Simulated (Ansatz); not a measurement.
A search over several starts for the lowest SCF solution of the cluster Cu3 at the given spin, in a small basis.

```yaml
crystal:
  periodic: [false, false, false]
  atoms:
    - {symbol: Cu, position_ang: [0.918337, -0.026241, 0.996684]}
    - {symbol: Cu, position_ang: [-0.089820, -1.039749, -0.866392]}
    - {symbol: Cu, position_ang: [-0.828517, 1.065990, -0.130291]}
basis:
  gaussian: {orbitals: def2-SVP, initial_orbitals: start.molden}
magnetization: {spin_polarized: true, initial_magnetization: 3}
hamiltonian: {xc: pbe0, dispersion: d4}
output: {orbitals: {seedname: orbitals}}
```

The file start.molden holds the orbitals of an earlier run on this structure, at another level or in another basis.

```sh
$ ansatz run in.yaml --threads 4 --pin off --events-out ev --progress --plain --max-ram 3916MiB
```

It prints (some lines left out):

```
Functional definition: PBE0
1038 factors; integrals over basis functions are off by at most 1.2e-3 eV
mean field evaluation 1: about -133879.9243 eV, gradient 1.4e1 eV
mean field evaluation 2: about -133880.5936 eV, gradient 8.2e-1 eV
mean field evaluation 4: about -133880.7110 eV, gradient 2.3e-1 eV
mean field evaluation 8: about -133880.7116 eV, gradient 2.4e-5 eV
mean field evaluation 16: about -133879.8688 eV, gradient 1.1e1 eV
mean field evaluation 32: about -133880.3408 eV, gradient 2.5e-3 eV
mean field evaluation 64: about -133880.7116 eV, gradient 9.0e-6 eV
mean field -133880.71162478 eV, -4920.0254046051 hartree, gradient 9.0e-6 eV, S^2 3.774461; 7 other end points of the search recorded, 0 dependent functions left out
reference -133880.71165847 eV, -4920.0254058433 hartree; 45, 42 occupied and 48, 51 virtual orbitals, 1038 factors
Total energy: -133880.78743830 eV, -4920.0281907006 hartree
```

It took 12 s on 4 threads of Arm Neoverse V1 on a shared host.

At PBE0-D4/def2-TZVP a doublet of charge 0 lies 2.21 eV below the quartet, each at its own geometry. The structure comes from a short search, and lower isomers may exist.
